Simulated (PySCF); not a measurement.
Ag(F) cation (AgF), SMILES [F][Ag] (connectivity only; charge and spin as stated), charge +1, multiplicity 2. Atoms are numbered in the order given.

```xyz
2

Ag     0.0000     0.0000    -0.3159
F      0.0000     0.0000     1.6498
```
Charge +1, spin multiplicity 2.

Coordinates come from a B3LYP-D3(BJ)/def2-TZVPD optimisation. The spin state was assumed, not searched. The def2 effective core potentials stand for the cores of Ag; spin–orbit coupling is left out.

These are B3LYP/def2-TZVPD (PySCF) values and carry that method's errors.

Isolated molecule, no solvent.

The total energy is -246.52176 hartree and the point group is C∞v. The α spin, highest occupied and lowest empty level comes out as -17.52 and -10.66 eV and the β spin, highest occupied and lowest empty level comes out as -17.09 and -13.92 eV. The dipole moment about the centre of nuclear charge comes out as 3.23 D and the mean static polarisability comes out as 17.4 bohr³ (2.58 Å³). The polarisability, principal values is 11.4, 11.4, 29.6 bohr³ and the ⟨S²⟩ is 0.757 (pure state 0.75).
